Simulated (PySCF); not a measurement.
A structure optimised at ωB97X-D3(BJ)/def2-SVP, used in a PySCF frequency run:

```
C
C 1 1.5204
H 2 1.0955 1 118.22
H 2 1.0955 3 113.84 1 144.68
C 2 1.4922 3 118.23 4 145.23
H 5 1.0951 2 118.60 3 -143.89
H 5 1.0967 6 113.66 2 -145.30
Si 1 1.8470 2 117.69 3 -4.95
F 8 1.6326 1 109.85 2 96.50
H 8 1.4880 9 106.74 1 -120.89
H 8 1.4905 10 110.81 9 117.82
Si 1 1.8688 2 117.29 3 143.84
H 12 1.4907 1 111.06 2 -79.69
H 12 1.4932 13 108.69 1 121.70
H 12 1.4950 13 109.05 14 118.93
```

Question: Write its SMILES and formula.

Answer: F[SiH2]C1([SiH3])CC1, C3H9FSi2

Question: What are its rotational constants (standard atomic weights)?

Answer: 2.8300, 1.7999, 1.3110 GHz
